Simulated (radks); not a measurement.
Results of a calculation; reference values are marked as such.
Q: All-electron atom: Hg III in [Xe] 4f11 5d10 6s2 6p1 (not the ground configuration). Code: a radial shooting solver on a logarithmic mesh with Libxc functionals. Model: Dirac Kohn-Sham, PBE, spin-unpolarised, spherical densities, finite nucleus; open shells fill j = l - 1/2 first; Fermi nuclear charge, rms radius 5.4648 fm. Some entries of the table are withheld. Estimate them.

| orbital | occ. | eigenvalue (Ry) | <1/r> (bohr^-1) | <r^2> (bohr^2) |
|---|---|---|---|---|
| 1s1/2 | 2 | -6105.520 | 97.50 | 0.0003810 |
| 2s1/2 | 2 | (1) | 24.01 | 0.005743 |
| 2p1/2 | 2 | -1042.512 | 23.98 | 0.004055 |
| 2p3/2 | 4 | -899.4252 | 19.41 | 0.005242 |
| 3s1/2 | 2 | -262.5714 | 8.813 | 0.03726 |
| 3p1/2 | 2 | -242.8863 | 8.727 | 0.03393 |
| 3p3/2 | 4 | -211.1975 | 7.536 | 0.04031 |
| 3d3/2 | 4 | (2) | 7.432 | 0.03087 |
| 3d5/2 | 6 | (3) | 7.163 | 0.03261 |
| 4s1/2 | 2 | -61.95885 | 3.766 | 0.1774 |
| 4p1/2 | 2 | -53.49416 | (4) | 0.1800 |
| 4p3/2 | 4 | -45.66054 | (5) | 0.2106 |
| 4d3/2 | 4 | -31.79055 | 3.062 | 0.2184 |
| 4d5/2 | 6 | -30.30733 | 2.968 | 0.2288 |
| 4f5/2 | 6 | (6) | (7) | 0.2468 |
| 4f7/2 | 5 | (8) | (9) | 0.2527 |
| 5s1/2 | 2 | -12.04570 | 1.598 | (10) |
| 5p1/2 | 2 | -9.09688 | 1.484 | 0.9575 |
| 5p3/2 | 4 | -7.54155 | 1.331 | 1.139 |
| 5d3/2 | 4 | -3.35378 | 1.070 | 1.743 |
| 5d5/2 | 6 | -3.15463 | 1.035 | 1.854 |
| 6s1/2 | 2 | -2.14802 | 0.6010 | 5.145 |
| 6p1/2 | 1 | -1.49849 | 0.5065 | 7.105 |
| 6p3/2 | 0 | -1.32447 | 0.4569 | 8.536 |

A: 
(1) 2s1/2 eigenvalue (Ry): -1086.073
(2) 3d3/2 eigenvalue (Ry): -178.4804
(3) 3d5/2 eigenvalue (Ry): -171.6980
(4) 4p1/2 <1/r> (bohr^-1): 3.661
(5) 4p3/2 <1/r> (bohr^-1): 3.252
(6) 4f5/2 eigenvalue (Ry): -12.48675
(7) 4f5/2 <1/r> (bohr^-1): 2.650
(8) 4f7/2 eigenvalue (Ry): -12.14948
(9) 4f7/2 <1/r> (bohr^-1): 2.616
(10) 5s1/2 <r^2> (bohr^2): 0.8416
